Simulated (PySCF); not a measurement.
# Computed properties of Zr(F)3(OH) (F3HOZr), SMILES [Zr]([F])([OH])([F])[F], multiplicity 1

Zr(F)3(OH) (F₃HOZr), SMILES [OH][Zr]([F])([F])[F], multiplicity 1. The structure is a stationary point at B3LYP-D3(BJ)/def2-SVP. The spin state was assumed, not searched. The def2 effective core potentials stand for the cores of Zr; spin–orbit coupling is left out. One conformer was computed; it need not be the lowest. All values are computed for the isolated molecule unless a solvent is named; none is compared with measurement here.

**Structure.** The optimised structure has C3v symmetry. All 12 harmonic modes at B3LYP-D3(BJ)/def2-SVP (PySCF) are real, so it is a minimum. With heavy atoms numbered as in [Zr:1]([F:2])([F:3])([F:4])[OH:5], the shortest bond between them is Zr1–O5 at 1.910 Å and the longest Zr1–F3 at 1.914 Å.

**Vibrations.** The strongest infrared lines (harmonic, unscaled, degenerate partners summed) lie at 313 cm⁻¹ (393 km/mol, H 82 %, O 16 %), 690 cm⁻¹ (357 km/mol, F 76 %, Zr 24 %), 3963 cm⁻¹ (315 km/mol, H 94 %). The softest mode is at 158 cm⁻¹ and the zero-point energy is 11.8 kcal/mol.

**Electronic structure.** PBE0/def2-TZVP (PySCF) places the frontier levels at -10.26 and -0.79 eV, a gap of 9.47 eV, and gives a dipole moment of 2.75 D and a mean polarisability of 36.1 bohr³. PBE/def2-TZVP (PySCF) at the same geometry gives -8.49 and -1.67 eV, so its gap is 2.65 eV narrower. An orbital gap is neither the optical nor the fundamental gap.

**Excitations.** TDDFT-M06-2X/def2-SVPD (PySCF) has S1 at 7.96 eV (156 nm, f = 0.000, dark); the most intense of the 10 singlets computed lies at 8.86 eV (f = 0.05). Strengths of degenerate partners are summed. T1 (TDA) is at 7.51 eV. TDDFT-PBE/def2-SVPD (PySCF) puts S1 at 6.80 eV. No vertical singlet excitation falls in the visible range (under 3.1 eV).
